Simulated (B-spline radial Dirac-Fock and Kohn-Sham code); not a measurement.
# Electron momentum distribution of Sm²⁵⁺: Compton profiles

System: samarium as Sm²⁵⁺, [Kr] 4d1.

These are calculated numbers from a radial B-spline solver; the model is the impulse approximation on configuration-average Dirac-Fock orbitals. pz is in atomic units of momentum; subshell profiles are per electron, for a selection of subshells; open shells are spread over both j values by their weights.

```
 pz   J total   J 1s1/2   J 3s1/2   J 3p1/2   J 4d5/2
  0     2.425    0.0127    0.0998    0.0590    0.0928
0.3     2.418    0.0127    0.0994    0.0590    0.0928
0.4     2.412    0.0127    0.0990    0.0590    0.0928
0.5     2.405    0.0127    0.0986    0.0590    0.0928
0.6     2.396    0.0127    0.0981    0.0590    0.0928
0.8     2.373    0.0127    0.0968    0.0590    0.0928
  1     2.343    0.0127    0.0951    0.0590    0.0928
1.2     2.307    0.0127    0.0931    0.0590    0.0928
1.4     2.264    0.0127    0.0908    0.0589    0.0926
1.6     2.215    0.0127    0.0883    0.0588    0.0924
1.8     2.161    0.0127    0.0855    0.0587    0.0920
  2     2.101    0.0126    0.0824    0.0585    0.0914
2.5     1.936    0.0126    0.0741    0.0579    0.0884
  3     1.760    0.0126    0.0651    0.0569    0.0830
  4     1.432    0.0125    0.0472    0.0533    0.0643
  5     1.189    0.0125    0.0318    0.0476    0.0413
  7    0.8957    0.0122    0.0133    0.0325    0.0113
 10    0.5829    0.0118   0.00755    0.0130   0.00428
 15    0.2759    0.0108   0.00596   0.00261   0.00296
 20    0.1488   0.00965   0.00232   0.00213   0.00111
 30   0.05455   0.00712  0.000277   0.00126  0.000126
 40   0.02448   0.00492  0.000231  0.000475  1.76e-05
 60  0.007158   0.00215  0.000120  6.89e-05    < 1e-6
100  0.001172  0.000439  1.94e-05  3.93e-06    < 1e-6
```

J(0) = 2.425. The 4p3/2 subshell gives the largest part, 20 %.

Mean momentum ⟨p⟩ by subshell (a.u.): 1s1/2 60.1, 2s1/2 21.4, 2p1/2 28.5, 2p3/2 26.3, 3s1/2 10.8, 3p1/2 12.9, 3p3/2 12.3, 3d3/2 14.7, 3d5/2 14.4, 4s1/2 6.16, 4p1/2 6.89, 4p3/2 6.67, 4d3/2 7.49, 4d5/2 7.41.
